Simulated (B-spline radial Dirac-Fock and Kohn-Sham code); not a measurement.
# Core and valence levels of Hf

System: the Hf atom in the configuration [Xe] 4f14 5d1 6s2 6p1 (not the ground configuration); nuclear rms radius 5.347 fm (A = 180).

Calculated with a radial B-spline solver, using relaxed Dirac-Fock hole states (ΔSCF) with Breit and QED corrections and a finite nucleus. No correlation. Energies are counted from the vacuum level.

All terms are in eV, carry their sign (relaxation lowers the binding energy) and add up to the binding energy; ⟨r⟩ is the mean radius of the orbital in the initial state.

| subshell | −ε (Koopmans) | relaxation | Gaunt | retardation | self-energy | vacuum polarisation | binding energy | ⟨r⟩ (bohr) |
| --- | --- | --- | --- | --- | --- | --- | --- | --- |
| K (1s) | 65757.7 | -88.36 | -229.99 | 20.78 | -134.07 | 24.68 | 65350.7 | 0.019 |
| L1 (2s) | 11381.2 | -53.54 | -24.78 | 1.73 | -19.03 | 3.28 | 11288.9 | 0.080 |
| L2 (2p1/2) | 10845.4 | -57.91 | -42.81 | 4.62 | 0.04 | 0.11 | 10749.4 | 0.066 |
| L3 (2p3/2) | 9650.9 | -55.06 | -29.58 | 6.19 | -1.32 | -0.12 | 9571.0 | 0.074 |
| M1 (3s) | 2655.1 | -31.17 | -4.37 | 0.26 | -4.33 | 0.72 | 2616.3 | 0.208 |
| M2 (3p1/2) | 2418.4 | -32.13 | -7.81 | 0.75 | -0.07 | 0.03 | 2379.2 | 0.198 |
| M3 (3p3/2) | 2158.2 | -30.63 | -5.11 | 1.14 | -0.32 | -0.03 | 2123.3 | 0.212 |
| M4 (3d3/2) | 1763.1 | -33.20 | -3.28 | 0.29 | 0.32 | -0.04 | 1727.2 | 0.186 |
| M5 (3d5/2) | 1706.9 | -32.66 | -2.18 | 0.31 | 0.17 | -0.04 | 1672.5 | 0.191 |
| N1 (4s) | 568.4 | -13.66 | -0.87 | 0.06 | -1.02 | 0.17 | 553.1 | 0.469 |
| N2 (4p1/2) | 470.2 | -13.43 | -1.58 | 0.16 | 0.00 | 0.00 | 455.4 | 0.476 |
| N3 (4p3/2) | 410.2 | -12.34 | -0.94 | 0.24 | -0.05 | -0.01 | 397.1 | 0.507 |
| N4 (4d3/2) | 248.6 | -11.80 | -0.41 | 0.03 | 0.08 | -0.01 | 236.5 | 0.530 |
| N5 (4d5/2) | 237.4 | -11.43 | -0.18 | 0.04 | 0.05 | -0.01 | 225.9 | 0.541 |
| N6 (4f5/2) | 35.88 | -9.57 | 0.14 | -0.03 | 0.05 | -0.01 | 26.47 | 0.654 |
| N7 (4f7/2) | 33.94 | -9.34 | 0.21 | -0.03 | 0.05 | -0.01 | 24.82 | 0.665 |
| O1 (5s) | 84.08 | -3.45 | -0.10 | 0.00 | -0.15 | 0.03 | 80.40 | 1.149 |
| O2 (5p1/2) | 53.02 | -3.16 | -0.17 | 0.01 | 0.02 | 0.00 | 49.73 | 1.273 |
| O3 (5p3/2) | 44.71 | -2.81 | -0.08 | 0.03 | 0.01 | 0.00 | 41.85 | 1.375 |
| O4,5 (5d) | 9.65 | -1.35 | 0.02 | 0.00 | 0.02 | 0.00 | 8.33 | 2.192 |
| P1 (6s) | 8.43 | -0.42 | 0.00 | 0.00 | -0.01 | 0.00 | 7.99 | 3.441 |
| P2,3 (6p) | 4.37 | -0.14 | -0.01 | 0.00 | 0.00 | 0.00 | 4.24 | 4.851 |

For the deepest level, K (1s), the Breit terms make up -0.320 % of the binding energy, QED -0.167 % and orbital relaxation -0.135 %.

Spin-orbit splittings: 2p 1178.4 eV, 3p 255.9 eV, 3d 54.64 eV, 4p 58.33 eV, 4d 10.66 eV, 4f 1.65 eV, 5p 7.88 eV.
